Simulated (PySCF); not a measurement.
# Core-level binding energies of TMS-CH2F

Compound: TMS-CH2F, C4H11FSi.
Z-matrix (Å and degrees, PBE0-D3(BJ)/def2-SVP geometry), rows numbered from 1:
```
C 
Si  1  1.8816
C   2  1.8776  1  111.31
C   2  1.8775  1  111.29  3  -123.26
C   2  1.9060  1  109.38  3   118.43
F   5  1.3898  2  108.45  1   179.15
H   1  1.1020  2  110.18  3    61.07
H   1  1.1015  2  111.59  3  -179.50
H   1  1.1015  2  111.67  3   -58.41
H   3  1.1013  2  109.76  1   173.41
H   3  1.1014  2  111.56  1   -66.80
H   3  1.1015  2  111.48  1    53.97
H   4  1.1012  2  109.74  1  -173.89
H   4  1.1014  2  111.55  1    66.29
H   4  1.1015  2  111.46  1   -54.48
H   5  1.1054  2  112.03  1   -61.05
H   5  1.1054  2  112.06  1    59.30
```

Method: PySCF, delta-SCF UKS SCAN, pcX-2 on the ionised atom, pcseg-1 elsewhere, spin-free X2C. These are vertical core ionisation energies against the vacuum level, from separate self-consistent calculations with and without the core hole.

Task: List the computed XPS lines with their assignment.

Result: 
| atom(s) | bonded to | level | binding energy (eV) | 2p1/2 (eV) | above the level's lowest (eV) | count |
| --- | --- | --- | --- | --- | --- | --- |
| Si2 | 4 C | Si 2p3/2 | 105.96 | 106.59 | 0.00 | 1 |
| C1/C3/C4 | 3 H and Si | C 1s | 290.12 | – | 0.00 | 3 |
| C5 | F, 2 H and Si | C 1s | 292.05 | – | +1.93 | 1 |
| F6 | C | F 1s | 691.98 | – | 0.00 | 1 |
| Si2 | 4 C | Si 1s | 1845.77 | – | 0.00 | 1 |

Lowest listed C 1s: C1/C3/C4, bonded to 3 H and Si. Highest, 1.93 eV above it: C5, bonded to F, 2 H and Si. Summing the Pauling electronegativity differences to the bonded atoms, each weighted by its formal bond order, gives -1.70 for the lowest site and +0.08 for the highest.

Task: Which photon energy gives electrons from Si 2p3/2 of Si2 a kinetic energy of 50 eV, and what is their de Broglie wavelength?

Result: hν = 105.96 + 50 = 155.96 eV, recoil neglected; λ = 12.264 Å/√(E/eV) = 1.73 Å.

Task: Give the binding energy of Si 2p3/2 of Si2 in hartree and in kJ/mol.

Result: 105.96 eV = 3.8940 Eh = 10224 kJ/mol.

Topologically equivalent atoms share the value of their first member; where this conformer doesn't relate them by symmetry, their own values could differ. 2p3/2 and 2p1/2 are the ΔSCF energy of one spin-free 2p hole plus the eigenvalues of a spin–orbit and ligand-field matrix of the shell. 2p1/2 minus 2p3/2 (ligand field included): Si 0.62 eV. Geometry: PBE0-D3(BJ)/def2-SVP; no solvent, vibrations or thermal averaging.
